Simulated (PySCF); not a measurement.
PySCF input (HF/def2-TZVPD):

```python
from pyscf import gto, scf, dft

mol = gto.M(
    atom='''
    Si    0.02008128   -0.00260346    0.01227512
    Cl    0.50461063    1.61908240   -1.03253764
    Cl   -0.26440362   -1.64843819   -1.06934949
    Cl   -1.24178942    0.23612778    1.53114218
    O     1.58316996   -0.30185991    0.91563288
    H     2.45539095   -0.20311425    0.49338517
    H     1.62501235   -0.86068176    1.71236410
    ''',
    basis='def2-tzvpd',
    charge=1,
    spin=0,
    verbose=4,
)

mf = scf.RHF(mol).density_fit(auxbasis='def2-universal-jkfit')
mf.conv_tol = 1e-9
mf.max_cycle = 100
mf.max_memory = 1500
mf.kernel()
if not mf.converged:
    mf = mf.newton()
    mf.kernel(mf.make_rdm1())
mf.analyze()
```

Output:

```
PySCF version 2.14.0

[INPUT] verbose = 4
[INPUT] num. atoms = 7
[INPUT] num. electrons = 74
[INPUT] charge = 1
[INPUT] spin (= nelec alpha-beta = 2S) = 0
[INPUT] symmetry False subgroup None
[INPUT] Mole.unit = angstrom
[INPUT] Symbol           X                Y                Z      unit          X                Y                Z       unit  Magmom
[INPUT]  1 Si     0.020081280000  -0.002603460000   0.012275120000 AA    0.037948119431  -0.004919826376   0.023196614946 Bohr   0.0
[INPUT]  2 Cl     0.504610630000   1.619082400000  -1.032537640000 AA    0.953575890244   3.059622309103  -1.951213352905 Bohr   0.0
[INPUT]  3 Cl    -0.264403620000  -1.648438190000  -1.069349490000 AA   -0.499650428144  -3.115096712374  -2.020777667543 Bohr   0.0
[INPUT]  4 Cl    -1.241789420000   0.236127780000   1.531142180000 AA   -2.346641908182   0.446216834602   2.893439377970 Bohr   0.0
[INPUT]  5 O      1.583169960000  -0.301859910000   0.915632880000 AA    2.991757633039  -0.570432557886   1.730295373847 Bohr   0.0
[INPUT]  6 H      2.455390950000  -0.203114250000   0.493385170000 AA    4.640016424236  -0.383830304496   0.932362845222 Bohr   0.0
[INPUT]  7 H      1.625012350000  -0.860681760000   1.712364100000 AA    3.070828290536  -1.626452806809   3.235899174537 Bohr   0.0

nuclear repulsion = 461.857875560688
number of shells = 87
number of NR pGTOs = 362
number of NR cGTOs = 239
basis = def2-tzvpd
ecp = {}

******** <class 'pyscf.df.df_jk.DFRHF'> ********
method = DFRHF
initial guess = minao
damping factor = 0
level_shift factor = 0
DIIS = <class 'pyscf.scf.diis.CDIIS'>
diis_start_cycle = 1
diis_space = 8
diis_damp = 0
SCF conv_tol = 1e-09
SCF conv_tol_grad = None
SCF max_cycles = 100
direct_scf = False
Set gradient conv threshold to 3.16228e-05
Initial guess from minao.
******** <class 'pyscf.df.df.DF'> ********
auxbasis = def2-universal-jkfit
init E= -1744.53810251555
  HOMO = -0.43472961022587  LUMO = -0.0015194006207297  gap/eV = 11.78825
cycle= 1 E= -1743.33973727827  delta_E=  1.2  |g|= 0.619  |ddm|= 2.14
  HOMO = -0.668016054605414  LUMO = -0.164007161778415  gap/eV = 13.71478
cycle= 2 E= -1743.42724736167  delta_E= -0.0875  |g|= 0.378  |ddm|= 0.815
  HOMO = -0.646878925017893  LUMO = -0.129654827603517  gap/eV = 14.07438
cycle= 3 E= -1743.46135699898  delta_E= -0.0341  |g|= 0.0509  |ddm|= 0.332
  HOMO = -0.643490060222901  LUMO = -0.123239631187957  gap/eV = 14.15674
cycle= 4 E= -1743.46224554742  delta_E= -0.000889  |g|= 0.0132  |ddm|= 0.0742
  HOMO = -0.64443875265199  LUMO = -0.122844566868231  gap/eV = 14.19330
cycle= 5 E= -1743.46231227769  delta_E= -6.67e-05  |g|= 0.00471  |ddm|= 0.0177
  HOMO = -0.644505888410404  LUMO = -0.123056626015185  gap/eV = 14.18936
cycle= 6 E= -1743.46232022205  delta_E= -7.94e-06  |g|= 0.00155  |ddm|= 0.00484
  HOMO = -0.644526049896031  LUMO = -0.122990418750256  gap/eV = 14.19171
cycle= 7 E= -1743.46232128831  delta_E= -1.07e-06  |g|= 0.000446  |ddm|= 0.00156
  HOMO = -0.644576746209752  LUMO = -0.123006572216212  gap/eV = 14.19265
cycle= 8 E= -1743.46232143372  delta_E= -1.45e-07  |g|= 0.000104  |ddm|= 0.000782
  HOMO = -0.644577516105664  LUMO = -0.123001324318885  gap/eV = 14.19281
[...]
cycle= 10 E= -1743.46232144138  delta_E= -2.76e-10  |g|= 5.67e-06  |ddm|= 4.41e-05
  HOMO = -0.644578525130928  LUMO = -0.12300161210446  gap/eV = 14.19283
Extra cycle  E= -1743.46232144139  delta_E= -1.09e-11  |g|= 2.37e-06  |ddm|= 6.8e-06
converged SCF energy = -1743.46232144139
**** SCF Summaries ****
Total Energy =                       -1743.462321441386621
Nuclear Repulsion Energy =             461.857875560687887
One-electron Energy =                -3317.238046512830351
Two-electron Energy =                 1111.917849510756014
Two-electron Coulomb Energy =         1223.877444896143970
DFT Exchange-Correlation Energy =     -111.959595385387956
HOMO-LUMO gap [eV] =                    14.192830719483187
**** MO energy ****
MO #1   energy= -105.036890857692  occ= 2
MO #2   energy= -105.036890387069  occ= 2
MO #3   energy= -105.03397455791   occ= 2
MO #4   energy= -69.1271839128441  occ= 2
MO #5   energy= -20.9119244953898  occ= 2
MO #6   energy= -10.7660004627437  occ= 2
MO #7   energy= -10.7659942292194  occ= 2
MO #8   energy= -10.763084997382   occ= 2
MO #9   energy= -8.23262674501618  occ= 2
MO #10  energy= -8.23262337650626  occ= 2
MO #11  energy= -8.2313351872043   occ= 2
MO #12  energy= -8.23133490119107  occ= 2
MO #13  energy= -8.23127248789525  occ= 2
MO #14  energy= -8.23127225695163  occ= 2
MO #15  energy= -8.22970583721967  occ= 2
MO #16  energy= -8.22841007427429  occ= 2
MO #17  energy= -8.22836798210987  occ= 2
MO #18  energy= -6.46056195230209  occ= 2
MO #19  energy= -4.56900174274486  occ= 2
MO #20  energy= -4.56797821663307  occ= 2
MO #21  energy= -4.56777323336434  occ= 2
MO #22  energy= -1.7038036854041   occ= 2
MO #23  energy= -1.3391845454803   occ= 2
MO #24  energy= -1.29823852725853  occ= 2
MO #25  energy= -1.29493585313736  occ= 2
MO #26  energy= -1.06731935203966  occ= 2
MO #27  energy= -1.0267870079305   occ= 2
MO #28  energy= -0.877791306654087 occ= 2
MO #29  energy= -0.847633650435112 occ= 2
MO #30  energy= -0.765523805106815 occ= 2
MO #31  energy= -0.756875442481955 occ= 2
MO #32  energy= -0.696318303408695 occ= 2
MO #33  energy= -0.684990962709785 occ= 2
MO #34  energy= -0.683564172665791 occ= 2
MO #35  energy= -0.667196582209901 occ= 2
MO #36  energy= -0.662236023093531 occ= 2
MO #37  energy= -0.644578525130928 occ= 2
MO #38  energy= -0.12300161210446  occ= 0
MO #39  energy= -0.0692182550315021 occ= 0
MO #40  energy= -0.0675116819694962 occ= 0
MO #41  energy= -0.0531636327842951 occ= 0
MO #42  energy= -0.0404653482683953 occ= 0
MO #43  energy= -0.0335156535043417 occ= 0
MO #44  energy= -0.0291236055760268 occ= 0
MO #45  energy= -0.023472221922853 occ= 0
MO #46  energy= -0.0223311803719755 occ= 0
MO #47  energy= -0.0219503251606781 occ= 0
MO #48  energy= -0.0207326156222531 occ= 0
MO #49  energy= -0.00580586123123046 occ= 0
MO #50  energy= -0.00182024445773719 occ= 0
MO #51  energy= 0.0157476471474947 occ= 0
MO #52  energy= 0.015756918203135  occ= 0
MO #53  energy= 0.0274258742333248 occ= 0
MO #54  energy= 0.0286201636423128 occ= 0
MO #55  energy= 0.0421281073098402 occ= 0
MO #56  energy= 0.0608930930887925 occ= 0
MO #57  energy= 0.0674489115814389 occ= 0
MO #58  energy= 0.0803630898034371 occ= 0
MO #59  energy= 0.0929267130786905 occ= 0
MO #60  energy= 0.102113175673726  occ= 0
MO #61  energy= 0.106294441188386  occ= 0
MO #62  energy= 0.111135547593742  occ= 0
MO #63  energy= 0.13028062925018   occ= 0
MO #64  energy= 0.136978425870518  occ= 0
MO #65  energy= 0.148165932791945  occ= 0
MO #66  energy= 0.148303841312547  occ= 0
MO #67  energy= 0.15171622025826   occ= 0
MO #68  energy= 0.163020155290338  occ= 0
MO #69  energy= 0.165968097967901  occ= 0
MO #70  energy= 0.169144989913017  occ= 0
MO #71  energy= 0.181437128461872  occ= 0
MO #72  energy= 0.189197606742347  occ= 0
MO #73  energy= 0.193149872311415  occ= 0
MO #74  energy= 0.199947679870195  occ= 0
MO #75  energy= 0.210127228122433  occ= 0
MO #76  energy= 0.21406576303693   occ= 0
MO #77  energy= 0.230249260042988  occ= 0
MO #78  energy= 0.232624522585725  occ= 0
MO #79  energy= 0.239063968983859  occ= 0
MO #80  energy= 0.245833017499553  occ= 0
MO #81  energy= 0.260493640049626  occ= 0
MO #82  energy= 0.280130244481707  occ= 0
MO #83  energy= 0.282487449852788  occ= 0
MO #84  energy= 0.292049012473603  occ= 0
MO #85  energy= 0.301001538786653  occ= 0
MO #86  energy= 0.301630368613159  occ= 0
MO #87  energy= 0.346147522071236  occ= 0
MO #88  energy= 0.361273097242429  occ= 0
MO #89  energy= 0.369972974910354  occ= 0
MO #90  energy= 0.40082483158463   occ= 0
MO #91  energy= 0.407792454731295  occ= 0
MO #92  energy= 0.410828073981238  occ= 0
MO #93  energy= 0.425734054905447  occ= 0
MO #94  energy= 0.44005496680422   occ= 0
MO #95  energy= 0.457449256129268  occ= 0
MO #96  energy= 0.464871523200199  occ= 0
MO #97  energy= 0.492332774897646  occ= 0
MO #98  energy= 0.49876543667441   occ= 0
MO #99  energy= 0.513793414460209  occ= 0
MO #100 energy= 0.538044682706175  occ= 0
MO #101 energy= 0.581548234026792  occ= 0
MO #102 energy= 0.589217532805522  occ= 0
MO #103 energy= 0.608654132886531  occ= 0
MO #104 energy= 0.613216629259448  occ= 0
MO #105 energy= 0.628212366147427  occ= 0
MO #106 energy= 0.634549794994293  occ= 0
MO #107 energy= 0.643251174305262  occ= 0
[...]
```

It need not be the lowest isomer of its formula.
